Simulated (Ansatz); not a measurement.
A made-up structure of LiAlClO, doublet:

Li1  (0.578, 0.767, -0.454)
O2  (0.151, -0.191, 0.826)
Al3  (-0.361, -1.196, 2.003)
Cl4  (-0.435, 0.610, -2.512)
(Å)

It is relaxed with PBE-D4/def2-SVP and then PBE0-D4/def2-TZVP (Ansatz 0.2.0). Atoms count as bonded within 1.22 times the sum of their covalent radii (H–H: 0.88 Å). The end point is not checked to be a true minimum.

Q: Does its bonding change? (A judgement: the text doesn't fix the answer.)

A: Computed: No: no bond forms or breaks.

Where it ends: The first stage lowers the energy by 0.19 eV in 8 steps. It ends as LiAlClO ([Al][O][Li][Cl]):
| atom | x (Å) | y (Å) | z (Å) |
| --- | --- | --- | --- |
| Li1 | 0.0778 | 0.3706 | -0.7040 |
| O2 | -0.0184 | -0.3914 | 0.8968 |
| Al3 | -0.0523 | -1.0403 | 2.3739 |
| Cl4 | -0.0744 | 1.0506 | -2.7035 |

Labels in which every atom is bracketed show which atoms are joined, not bond orders.

For scale, one of the runs: PBE0-D4/def2-TZVP relaxation, 119 basis functions, launched by `ansatz run in.yaml --threads 2 --pin off --events-out ev --progress --plain --max-ram 4352MiB`. Hardware: 2 CPU threads of an Arm Neoverse V2, shared host. Wall time about 67 s.
